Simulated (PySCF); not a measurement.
HCl₂HfO, doublet, at a GFN2-xTB geometry (such geometries of metal compounds can be far from the true shape) (the multiplicity is a formal guess) (core potentials on Hf); TPSS/def2-SV(P) run with PySCF.

PySCF was given this input:
```python
from pyscf import gto, scf, dft

mol = gto.Mole()
mol.atom = '''
    Hf    0.16946100    0.02707656    0.08253510
    Cl   -1.37580221   -1.56327809    0.19059445
    Cl   -0.11392632    1.79371172   -1.21627630
    O     1.47605822   -0.55850046    1.22779791
    H     1.31572726   -1.39888069    1.67168072
'''
mol.basis = 'def2-sv(p)'
mol.ecp = {'Hf': 'def2-sv(p)'}
mol.spin = 1
mol.verbose = 4
mol.build()

mf = dft.UKS(mol)
mf.xc = 'tpss'
mf.kernel()
```

What the program printed (banner, timings and long lists left out):

```
PySCF version 2.14.0

[INPUT] verbose = 4
[INPUT] num. atoms = 5
[INPUT] num. electrons = 55
[INPUT] charge = 0
[INPUT] spin (= nelec alpha-beta = 2S) = 1
[INPUT] symmetry False subgroup None
[INPUT] Mole.unit = angstrom
[INPUT] Symbol           X                Y                Z      unit          X                Y                Z       unit  Magmom
[INPUT]  1 Hf     0.169461000000   0.027076560000   0.082535100000 AA    0.320234878795   0.051167282795   0.155968734664 Bohr   0.0
[INPUT]  2 Cl    -1.375802210000  -1.563278090000   0.190594450000 AA   -2.599889378471  -2.954167446633   0.360171311362 Bohr   0.0
[INPUT]  3 Cl    -0.113926320000   1.793711720000  -1.216276300000 AA   -0.215289543180   3.389623897223  -2.298429098799 Bohr   0.0
[INPUT]  4 O      1.476058220000  -0.558500460000   1.227797910000 AA    2.789345779713  -1.055412909844   2.320201786213 Bohr   0.0
[INPUT]  5 H      1.315727260000  -1.398880690000   1.671680720000 AA    2.486364176024  -2.643501385043   3.159018728516 Bohr   0.0

nuclear repulsion = 218.501229298236
number of shells = 35
number of NR pGTOs = 150
number of NR cGTOs = 77
basis = def2-sv(p)
ecp = {'Hf': 'def2-sv(p)'}

******** <class 'pyscf.dft.uks.UKS'> ********
method = UKS
initial guess = minao
damping factor = 0
level_shift factor = 0
DIIS = <class 'pyscf.scf.diis.CDIIS'>
diis_start_cycle = 1
diis_space = 8
diis_damp = 0
SCF conv_tol = 1e-09
SCF conv_tol_grad = None
SCF max_cycles = 50
direct_scf = True
direct_scf_tol = 1e-13
number electrons alpha = 28  beta = 27
XC library pyscf.dft.libxc version 7.1.2
    S. Lehtola, C. Steigemann, M. J. T. Oliveira, and M. A. L. Marques,  SoftwareX 7, 1–5 (2018)
XC functionals = tpss
    J. Tao, J. P. Perdew, V. N. Staroverov, and G. E. Scuseria,  Phys. Rev. Lett. 91, 146401 (2003)
    J. P. Perdew, J. Tao, V. N. Staroverov, and G. E. Scuseria,  J. Chem. Phys. 120, 6898 (2004)
    J. Tao, J. P. Perdew, V. N. Staroverov, and G. E. Scuseria,  Phys. Rev. Lett. 91, 146401 (2003)
    J. P. Perdew, J. Tao, V. N. Staroverov, and G. E. Scuseria,  J. Chem. Phys. 120, 6898 (2004)
radial grids:
    Treutler-Ahlrichs [JCP 102, 346 (1995); DOI:10.1063/1.469408] (M4) radial grids

becke partition: Becke, JCP 88, 2547 (1988); DOI:10.1063/1.454033
pruning grids: <function nwchem_prune>
grids dens level: 3
symmetrized grids: False
atomic radii adjust function: <function treutler_atomic_radii_adjust>
small_rho_cutoff = 0
Set gradient conv threshold to 3.16228e-05
tot grids = 85448
init E= -1031.74748052619

cycle= 1 E= -1043.6847854339  delta_E= -11.9  |g|= 0.869  |ddm|= 5.38
cycle= 2 E= -1042.65511539312  delta_E= 1.03  |g|= 1.65  |ddm|= 3.47
cycle= 3 E= -1044.01817052997  delta_E= -1.36  |g|= 0.36  |ddm|= 2.74
cycle= 4 E= -1044.05173303267  delta_E= -0.0336  |g|= 0.265  |ddm|= 0.703
cycle= 5 E= -1044.0849482649  delta_E= -0.0332  |g|= 0.0456  |ddm|= 0.26
cycle= 6 E= -1044.08608621292  delta_E= -0.00114  |g|= 0.00681  |ddm|= 0.066
cycle= 7 E= -1044.08611075832  delta_E= -2.45e-05  |g|= 0.00172  |ddm|= 0.00951
cycle= 8 E= -1044.08611215337  delta_E= -1.4e-06  |g|= 0.000683  |ddm|= 0.00271
cycle= 9 E= -1044.08611246022  delta_E= -3.07e-07  |g|= 0.000128  |ddm|= 0.00105
cycle= 10 E= -1044.08611247135  delta_E= -1.11e-08  |g|= 3.97e-05  |ddm|= 0.000217
cycle= 11 E= -1044.08611247193  delta_E= -5.85e-10  |g|= 2.78e-05  |ddm|= 6.38e-05
Extra cycle  E= -1044.08611247102  delta_E= 9.17e-10  |g|= 5.05e-05  |ddm|= 9.19e-05
converged SCF energy = -1044.08611247102  <S^2> = 0.75192157  2S+1 = 2.0019206
```
